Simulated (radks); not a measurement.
Values are calculated unless marked as measured or tabulated.
Mo+, 41 electrons, occupied as [Kr] 4d5 (the NIST ground configuration). Code: a radial shooting solver on a logarithmic mesh with Libxc functionals. Model: scalar-relativistic Kohn-Sham, Slater X-alpha with alpha = 0.728, spin-unpolarised, spherical densities, finite nucleus; Fermi nuclear charge, rms radius 4.4091 fm.

Unscreened Slater integrals over Kohn-Sham orbitals (hartree).

| integral | value |
|---|---|
| F0(4d,4d) | 0.48560 |
| F2(4d,4d) | 0.23545 |
| F4(4d,4d) | 0.15116 |
| F0(4d,4p) | 0.57502 |
| F2(4d,4p) | 0.26706 |
| G1(4d,4p) | 0.32592 |
| G3(4d,4p) | 0.19657 |
| F0(4d,4s) | 0.59361 |
| G2(4d,4s) | 0.22712 |
| F0(4d,3d) | 0.67472 |
| F2(4d,3d) | 0.10846 |
| F4(4d,3d) | 0.045254 |
| G0(4d,3d) | 0.033860 |
| G2(4d,3d) | 0.037837 |
| G4(4d,3d) | 0.028405 |
| F0(4p,4p) | 0.73063 |
| F2(4p,4p) | 0.38214 |
| F0(4p,4s) | 0.76896 |
| G1(4p,4s) | 0.51909 |
| F0(4p,3d) | 0.95070 |
| F2(4p,3d) | 0.21710 |
| G1(4p,3d) | 0.069500 |
| G3(4p,3d) | 0.067029 |
| F0(4s,4s) | 0.81464 |
| F0(4s,3d) | 1.0405 |
| G2(4s,3d) | 0.085141 |
| F0(3d,3d) | 2.1998 |
| F2(3d,3d) | 1.0829 |
| F4(3d,3d) | 0.68782 |

Derived for the open shells (J is the average intra-shell exchange parameter used in DFT+U). 4d: Racah B = F2/49 - 5 F4/441 = 0.003091 hartree, C = 35 F4/441 = 0.01200 hartree, C/B = 3.88, F4/F2 = 0.642, J = (F2 + F4)/14 = 0.02761 hartree.
